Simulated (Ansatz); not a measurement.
Computed with Ansatz on PBE0-D4/def2-TZVP structures; ΔE is electronic, products minus reactants. CCSD(T)/CBS adds triple-zeta CCSD(T) − MP2 to the extrapolated MP2 energy (def2 sets, frozen cores). This one scheme is used for every species. DFT in def2-TZVPP. B3LYP here is the variant with VWN-RPA as its local correlation; programs differ in this. One conformer a species, not always the lowest.

Consider the ligand exchange at the Si–Cl bond: `CC[Si](N)(O)Cl` + H–F → `CC[Si](N)(O)F` + HCl.

```tsv
level	ΔE (kJ/mol)
B3LYP-D4	-47.7
B2PLYP	-52.0
MP2/def2-TZVPP	-41.3
HF/CBS(def2)	-64.6
```

**Question.** What does CCSD(T)/CBS give? (Best estimate.)

**Answer.** Ansatz gave: -44.0 kJ/mol. The listed levels differ from it by -3.7, -8.0, 2.7, -20.6 kJ/mol.

Largest T1 diagnostic among the species: 0.010.

The D4 term adds +8.3 kJ/mol with B3LYP and +4.5 kJ/mol with PBE0; it sums over pairs of atoms, weighted by their polarisabilities, and B3LYP, whose exchange is more repulsive, gets the larger term. In def2-TZVPP, CCSD(T) changes the Hartree–Fock value by +13.7 kJ/mol (the triples alone add +3.3 kJ/mol) and MP2 by +21.4 kJ/mol.
